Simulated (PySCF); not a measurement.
## [AsH2]+, singlet: molecular constants

All numbers come from PBE0/[As def2-TZVP, H def2-TZVP], no relativity, density fitting, PySCF.

The structure is a minimum.

Z-matrix (Å, degrees; charge 1 multiplicity 1):
```
As
H  1 1.5301
H  1 1.5301 2 90.96
```

```
Point group                                                                   : C2v
Bond lengths                                                                  : As–H 1.530 Å (×2)
Bond angles                                                                   : H–As–H 91.0°
Highest occupied level                                                        : -16.31 eV
Principal quadrupole moments (Buckingham, traceless) about the centre of mass : -1.82, -0.13, 1.95 D Å
Lowest empty level                                                            : -12.10 eV
Dipole moment about the centre of mass                                        : 1.10 D
Rotational constants                                                          : 7.462, 7.027, 3.619 cm⁻¹
Enthalpy at 298.15 K above 0 K                                                : 10.01 kJ/mol
Entropy at 298.15 K and 1 bar                                                 : 219.6 J/(mol K)
Principal polarisabilities                                                    : 16.7, 23.5, 24.7 bohr³
Zero-point energy                                                             : 32.7 kJ/mol
Rotational symmetry number                                                    : 2
Heat capacity Cp at 298.15 K                                                  : 34.8 J/(mol K)
```

Harmonic modes (masses in u: As 74.922, H 1.008):
```
symmetry  ω (cm⁻¹)  IR (km/mol)
      a1      1012          3.7
      a1      2218          1.7
      b2      2231          1.0
```

In C2v the vibrations span 2a1 + b2. Here b1 is antisymmetric to the molecular plane and b2 lies in it.

Charges (e):
```
atom  Mulliken  Löwdin  polar tensor  Mayer order to As1
 As1      0.59    0.92          0.91                   –
H2,3      0.20    0.04          0.04                0.93
```

Mulliken populations on As1: s 7.92, p 14.38, d 10.10, f 0.01.

Outer orbital energies (eV). occupied: -25.51, -18.03, -16.31; empty: -12.10, -6.38, -5.46, -1.60.

Counting electrons, arsenic keeps 2 of its valence electrons outside its bonds, so the VSEPR class is AX2E1 and the expected shape is bent (C2v), as computed. The angle of 91° is close to 90°: the heavy centre bonds with nearly pure p orbitals and keeps its lone pair s-like.

This need not be the most stable arrangement of these atoms.

The final relaxation and frequency run took roughly 27 core-seconds on a shared host.
